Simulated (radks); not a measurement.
Excited configurations of Kr3+: one electron is placed in a higher orbital outside [Ar] 3d10 4s2 4p2. The ground configuration is [Ar] 3d10 4s2 4p3. Method: scalar-relativistic Kohn-Sham, SCAN, spin-unpolarised, spherical densities, finite nucleus; meta-GGA in the generalised Kohn-Sham scheme; Fermi nuclear charge, rms radius 4.1884 fm; computed with a radial shooting solver on a logarithmic mesh with Libxc functionals. Excitation = E - E(ground); binding = E(ion) - E, where the ion is the core of charge +4; n* = 4/sqrt(2 binding) in atomic units, and the quantum defect is n - n*.

| outer orbital | excitation (eV) | binding (eV) | n* | quantum defect | eigenvalue (eV) | <r> (bohr) |
|---|---|---|---|---|---|---|
| 4f | 36.089 | 13.981 | 3.946 | 0.054 | -11.727 | 4.077 |
| 5f | 40.887 | 9.183 | 4.869 | 0.131 | -7.963 | 7.234 |
| 6p | 38.086 | 11.984 | 4.262 | 1.738 | -10.777 | 6.636 |
| 7p | 42.208 | 7.862 | 5.262 | 1.738 | -7.097 | 10.23 |
| 7d | 43.759 | 6.311 | 5.873 | 1.127 | -5.638 | 12.32 |
| 7f | 45.353 | 4.717 | 6.793 | 0.207 | -4.187 | 15.86 |

The Delta-SCF ionisation energy is 50.070 eV (NIST Atomic Spectra Database: 50.9 eV, measured). Self-interaction in the functional shifts the binding energies and quantum defects, so they are the method's values and not measured ones. Spin polarisation and multiplet splitting are left out, so open shells lie too high by an amount that depends on their filling.

Beside tabulated values, note that spin-unpolarised runs miss the spin-polarisation part of the exchange energy of open shells.
